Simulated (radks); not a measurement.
Excited configurations of Pr I: one electron is placed in a higher orbital outside [Xe] 4f3 6s1. The ground configuration is [Xe] 4f3 6s2. All-electron calculation, scalar-relativistic Kohn-Sham, LDA (Slater exchange, Perdew-Wang correlation), spin-polarised, spherical densities, finite nucleus; open shells are filled with parallel spins first (spin-orbit coupling, left out, can overturn this in heavy ions); Fermi nuclear charge, rms radius 4.8919 fm. Program: a radial shooting solver on a logarithmic mesh with Libxc functionals. Excitation = E - E(ground); binding = E(ion) - E, where the ion is the core of charge +1; n* = 1/sqrt(2 binding) in atomic units, and the quantum defect is n - n*.

\begin{tabular}{lrrrrr}
outer orbital & excitation (eV) & binding (eV) & n* & quantum defect & <r> (bohr) \\ \hline
5d & 0.980 & 4.644 & 1.712 & 3.288 & 3.518 \\
5f & 4.657 & 0.968 & 3.749 & 1.251 & 15.94 \\
6p & 1.840 & 3.785 & 1.896 & 4.104 & 5.700 \\
6d & 4.045 & 1.580 & 2.935 & 3.065 & 10.90 \\
6f & 4.943 & 0.681 & 4.469 & 1.531 & 27.04 \\
7s & 3.442 & 2.182 & 2.497 & 4.503 & 10.17 \\
7p & 4.006 & 1.619 & 2.899 & 4.101 & 12.93 \\
7d & 4.661 & 0.964 & 3.757 & 3.243 & 20.62 \\
7f & 5.130 & 0.495 & 5.243 & 1.757 & 40.78 \\
\end{tabular}

The Delta-SCF ionisation energy is 5.625 eV (NIST Atomic Spectra Database: 5.470 eV, semi-empirical). Self-interaction in the functional shifts the binding energies and quantum defects, so they are the method's values and not measured ones. Open shells are spherical and high-spin; term and fine-structure splittings are not resolved. Spin-orbit splitting is averaged out at the scalar-relativistic level.
